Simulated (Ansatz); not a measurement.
```xyz
13

C     1.5564   -0.0522    1.3827
C     0.2823   -0.4232    1.2810
Si   -0.3164   -1.5223   -0.0704
F     0.9452   -1.8936   -0.9797
S    -1.8263   -0.5950   -1.2564
Si   -0.9710    1.3395   -1.4695
Cl   -1.4624    2.5794    0.0924
H     2.3063   -0.3900    0.6739
H     1.9015    0.6051    2.1753
H    -0.4366   -0.0517    2.0081
H    -0.9266   -2.7861    0.3967
H     0.5032    1.2684   -1.5386
H    -1.5555    1.9216   -2.6955
```

The species carries charge 0 and has multiplicity 1.

Problem. List the PBE0/def2-TZVPP orbital energies in eV (Ansatz). (Best estimate.)

Solution. The calculation gave: Occupied: -2767.49, -2422.50, -1804.22, -1804.12, -673.96, -278.92, -278.55, -259.35, -217.90, -197.62, -197.49, -197.49, -161.69, -161.65, -161.57, -146.40, -146.28, -101.10, -101.06, -101.01, -100.99, -100.95, -100.89, -33.35, -23.30, -22.02, -20.67, -16.92, -15.49, -14.90, -13.68, -12.98, -12.77, -12.48, -11.53, -11.27, -11.23, -10.48, -9.81, -9.45, -9.11, -8.83, -8.47, -8.03. Lowest empty: -1.11, -0.12, 0.20, 0.46, 0.61, 1.17, 1.81, 2.12.
